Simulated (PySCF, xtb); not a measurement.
CH₅GaSe₂, SMILES [CH3][Ga]([SeH])[SeH]. One conformer was computed; it need not be the lowest.

Harmonic wavenumbers (cm⁻¹) from xtb with GFN2-xTB at its own minimum, in rising order: 55, 71, 93, 98, 142, 166, 203, 263, 475, 489, 501, 615, 642, 1244, 1426, 1431, 2002, 2039, 2926, 2928, 2956.

Question: What does ωB97X-D3(BJ)/def2-SVP (PySCF 2.14.0) give at its own minimum? (The exact figures need the calculation; the answer reports its results.)

Answer: 19, 76, 119, 128, 215, 266, 270, 335, 597, 615, 649, 713, 759, 1245, 1438, 1442, 2496, 2502, 3072, 3174, 3188. Paired by order, the mean absolute difference is 125 cm⁻¹ and the zero-point energies are 29.7 and 33.3 kcal/mol.
